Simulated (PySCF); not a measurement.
Task: What does the PBE0-D3(BJ)/def2-SVP structure of `[NH2+][SiH2][SiH2]C[SiH3]` [radical] look like in three dimensions? (Charge +1 and doublet state.)

Result: 
Z-matrix in Å and degrees, rows numbered from 1:
```
N 
Si  1  1.7038
Si  2  2.5423  1  105.13
C   3  1.8395  2  108.44  1   -62.94
Si  4  1.9310  3  111.82  2  -179.43
H   1  1.0186  2  123.45  3   -85.75
H   1  1.0181  2  123.77  3    88.09
H   2  1.4832  1  112.37  3  -111.48
H   2  1.4839  1  112.20  3   109.59
H   3  1.4913  2   96.35  1   176.19
H   3  1.4874  2  100.96  1    60.51
H   4  1.1029  3  110.64  2   -59.85
H   4  1.1025  3  110.89  2    61.03
H   5  1.4876  4  106.74  3   179.14
H   5  1.4893  4  107.86  3   -60.58
H   5  1.4892  4  108.06  3    58.77
```

N1 (nitrogen bonded to Si and 2 H) is planar (angles 123.8°, 123.5° and 112.5°, sum 359.8°, 0.03 Å off the plane of its three neighbours). The 2 C–Si bonds span 1.840 Å (Si3–C4, drawn single) to 1.931 Å (C4–Si5, drawn single), a spread of 0.091 Å. Si5 (silicon bonded to C and 3 H) is tetrahedral (angles from 106.7° to 111.8°). Si3 (silicon bonded to C, Si and 2 H) has angles from 96.4° to 117.0°.

Computed, not measured: PBE0-D3(BJ)/def2-SVP geometry optimisation, gas phase in PySCF 2.14.0.

Point group: C1 (no symmetry element, even within 0.4 Å). Stationary, but not proved a minimum. ⟨S²⟩ = 0.756 (exact for a doublet: 0.75). Torsions: H–N1–Si2–Si3 -86° and 88°, N1–Si2–Si3–C4 -63°, Si2–Si3–C4–Si5 -179°.

One conformer stands for the species.
